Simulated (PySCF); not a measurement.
An unknown is described by computed data only.

Formula: C6H14O3.

* Dipole: 0.99 D [PBE0/def2-SVPD]
* 13C NMR: chemical shifts (computed TMS as zero) by class: 71.3 (2 C), 70.8 (2 C), 59.2 (2 C) ppm [GIAO B97-2/pcSseg-1]
* UV, first state: lowest singlet excitation: 7.07 eV (175 nm, f = 0.032) [TDDFT PBE0/def2-SVPD]
* Polarisability: 91.9 au [PBE0/def2-SVPD]
* Rotational structure: rotational constants A, B, C: 6.148, 0.445, 0.427 GHz [PBE0-D3(BJ)/def2-SVP]
* Triplet: lowest triplet excitation (Tamm–Dancoff): 6.88 eV [TDA PBE0/def2-SVPD]
* XPS: C1s 292.0 (×2), C1s 292.0 (×2), C1s 292.3 (×2), O1s 538.4, O1s 538.5 (×2) eV [ΔSCF SCAN, pcX-2 on the ionised atom, pcseg-1 elsewhere, spin-free X2C]

The electronic properties come from PySCF, for the isolated species, density fitting. Levels stand in brackets. Isolated species at its PBE0-D3(BJ)/def2-SVP geometry (one conformer only). Each NMR value is the plain mean over a class of atoms that symmetry, rotation or inversion makes alike.

Question: Give a SMILES that accounts for the data.

Answer: Numbering: `[CH3:1][O:2][CH2:3][CH2:4][O:5][CH2:6][CH2:7][O:8][CH3:9]`. Its formula, C6H14O3, gives 0 degrees of unsaturation, so no ring and no π bond. 6 carbons fall into 3 classes; from least to most shielded: sp3 carbon bound to oxygen [C3/C7] (71.3 ppm, 2 C, up to 2.4 ppm apart in this geometry), sp3 carbon bound to oxygen [C4/C6] (70.8 ppm, 2 C), methoxy carbon [C1/C9] (59.2 ppm, 2 C). The core levels belong to: C1s 292.0 eV, sp3 carbon bound to oxygen [C4/C6]; C1s 292.0 eV, sp3 carbon bound to oxygen [C3/C7]; C1s 292.3 eV, methoxy carbon [C1/C9]; O1s 538.4 eV, ether oxygen [O5]; O1s 538.5 eV, ether oxygen [O2/O8]. One atom of each topological class was ionised and stands for its class. The optimised geometry has point group C1 and is an asymmetric top. Structure: diglyme, `COCCOCCOC`. The assignments are read from this structure; whether some other isomer fits the data as well wasn't checked.
